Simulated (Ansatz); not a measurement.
Isolated molecules relaxed with PBE0-D4/def2-TZVP in Ansatz; ΔE leaves out vibrations. CCSD(T)/CBS is the MP2 limit (def2-TZVPP, def2-QZVPP) plus CCSD(T) − MP2 in def2-TZVPP, frozen cores. This one scheme is used for every species. DFT in def2-TZVPP. B3LYP here is the variant with VWN-RPA as its local correlation; programs differ in this. HSE06 is defined as in plane-wave codes. Each species was taken in one conformer, which may not be the lowest.

Reaction (cleavage of the Si–B bond): `ClB(Cl)[Si](Cl)(Cl)Cl` + CH₃OH → `CO[Si](Cl)(Cl)Cl` + `ClBCl`

`ClB(Cl)[Si](Cl)(Cl)Cl`:

Cartesian coordinates in Å:
```
Cl 2.466 -0.246 -0.495
B 0.914 -0.787 0.056
Cl 0.701 -2.401 0.644
Si -0.629 0.510 -0.020
Cl -0.973 1.003 -1.968
Cl -0.147 2.197 1.016
Cl -2.332 -0.276 0.767
```

CH₃OH:

Cartesian coordinates in Å:
```
C 0.111 0.293 0.169
O -0.817 -0.633 -0.349
H -0.463 1.088 0.647
H 0.732 0.746 -0.615
H 0.770 -0.153 0.924
H -0.333 -1.342 -0.777
```

`CO[Si](Cl)(Cl)Cl`:

```xyz
9

C     1.206    0.748    0.219
O     0.586   -0.515    0.048
Si   -0.983   -0.774   -0.190
Cl   -2.080   -0.060    1.366
Cl   -1.244   -2.767   -0.359
Cl   -1.624    0.156   -1.880
H     2.271    0.573    0.365
H     0.804    1.263    1.096
H     1.063    1.375   -0.665
```

`ClBCl`:

```xyz
4

Cl   -0.735   -0.639    1.360
B    -0.037   -0.053   -0.115
Cl    1.137    1.223   -0.093
H    -0.366   -0.530   -1.151
```

| level | ΔE (kJ/mol) | difference from CCSD(T)/CBS |
| --- | --- | --- |
| LDA (SPW92) | -115.4 | 13.0 |
| PBE-D4 | -106.0 | 22.4 |
| revPBE-D4 | -104.9 | 23.5 |
| BLYP-D4 | -118.3 | 10.1 |
| r2SCAN-D4 | -127.2 | 1.2 |
| PBE0-D4 | -114.8 | 13.6 |
| B3LYP-D4 | -125.3 | 3.1 |
| r2SCANh-D4 | -128.6 | -0.2 |
| r2SCAN0-D4 | -130.7 | -2.3 |
| HSE06-D4 | -114.5 | 13.9 |
| BHLYP-D4 | -135.8 | -7.4 |
| CAM-B3LYP-D4 | -135.0 | -6.6 |
| ωB97X-V | -129.7 | -1.3 |
| ωB97M-V | -132.4 | -4.0 |
| B2PLYP | -134.3 | -5.9 |
| PBE-QIDH | -128.6 | -0.2 |
| PBE | -109.7 | 18.7 |
| revPBE | -107.8 | 20.6 |
| BLYP | -124.7 | 3.7 |
| r2SCAN | -128.3 | 0.1 |
| PBE0 | -118.5 | 9.9 |
| B3LYP | -131.5 | -3.1 |
| r2SCANh | -129.9 | -1.5 |
| r2SCAN0 | -132.2 | -3.8 |
| HSE06 | -118.3 | 10.1 |
| BHLYP | -143.1 | -14.7 |
| CAM-B3LYP | -139.3 | -10.9 |
| LC-ωPBE | -128.1 | 0.3 |
| RPA@PBE/def2-TZVPP | -127.6 | 0.8 |
| MP2/def2-SVP | -128.4 | 0.0 |
| CCSD/def2-SVP | -125.8 | 2.6 |
| CCSD(T)/def2-SVP | -122.6 | 5.8 |
| HF/def2-TZVPP | -155.8 | -27.4 |
| MP2/def2-TZVPP | -133.8 | -5.4 |
| SCS-MP2/def2-TZVPP | -136.5 | -8.1 |
| CCSD/def2-TZVPP | -134.9 | -6.5 |
| HF/def2-QZVPP | -158.0 | -29.6 |
| SCS-MP2/def2-QZVPP | -136.1 | -7.7 |
| HF/CBS(def2) | -158.2 | -29.8 |
| MP2/CBS(def2) | -131.3 | -2.9 |
| CCSD(T)/CBS | -128.4 | 0 |

Largest T1 diagnostic among the species: 0.012.

From PBE to PBE0 (25 % exact exchange), in def2-TZVPP and without D4, ΔE moves by −8.9 kJ/mol. The D4 term adds +6.2 kJ/mol with B3LYP and +3.7 kJ/mol with PBE0; it sums over pairs of atoms, weighted by their polarisabilities, and B3LYP, whose exchange is more repulsive, gets the larger term. Leaving LDA and LC-ωPBE aside and taking each functional with its dispersion term where it has one, the values spread over 30.9 kJ/mol, from BHLYP-D4 to revPBE-D4. LDA lies −5.7 kJ/mol from PBE without D4.

CCSD(T)/CBS has its own doubt, a few kJ/mol and more with outer-core shells, so smaller differences from it don't rank the levels.
